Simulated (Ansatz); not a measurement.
Start from `FC([SiH3])[SiH2]Cl` and change one atom or group to get `FC([SiH3])Cl`.

Ansatz, PBE0-D4/def2-TZVP geometries, multiplicity 1. Each molecule was computed in one conformer, which needn't be the lowest.

```json
{"property": "LUMO energy (PBE/def2-TZVPP) / eV", "`FC([SiH3])[SiH2]Cl`": "-1.30"}
{"property": "LUMO energy (B3LYP/def2-TZVPP) / eV", "`FC([SiH3])[SiH2]Cl`": "-0.58"}
{"property": "HOMO energy (ωB97M-V/def2-TZVPP) / eV", "`FC([SiH3])[SiH2]Cl`": "-10.63"}
{"property": "HOMO–LUMO gap (PBE/def2-TZVPP) / eV", "`FC([SiH3])[SiH2]Cl`": "5.73"}
{"property": "HOMO–LUMO gap (B3LYP/def2-TZVPP) / eV", "`FC([SiH3])[SiH2]Cl`": "7.62"}
{"property": "size of the dipole moment (ωB97M-V/def2-TZVPP) / D", "`FC([SiH3])[SiH2]Cl`": "1.98"}
```

Q: Give the same properties after the change, and the shifts. (An estimate is asked.)

A: Ansatz gave: 
```tsv
property	`FC([SiH3])Cl`	shift
LUMO energy (PBE/def2-TZVPP) / eV	-1.02	0.28
LUMO energy (B3LYP/def2-TZVPP) / eV	-0.32	0.26
HOMO energy (ωB97M-V/def2-TZVPP) / eV	-10.61	0.02
HOMO–LUMO gap (PBE/def2-TZVPP) / eV	5.93	0.20
HOMO–LUMO gap (B3LYP/def2-TZVPP) / eV	7.81	0.19
size of the dipole moment (ωB97M-V/def2-TZVPP) / D	1.77	-0.21
```

With PBE0 the HOMO rises by 0.07 eV and the LUMO rises by 0.32 eV, so the gap widens by about 0.25 eV. PBE moves the HOMO by 0.09 eV and ωB97M-V by 0.02 eV. Dipoles are sizes alone; their direction can turn.

B3LYP here is the variant with VWN-RPA as its local correlation; programs differ in this.
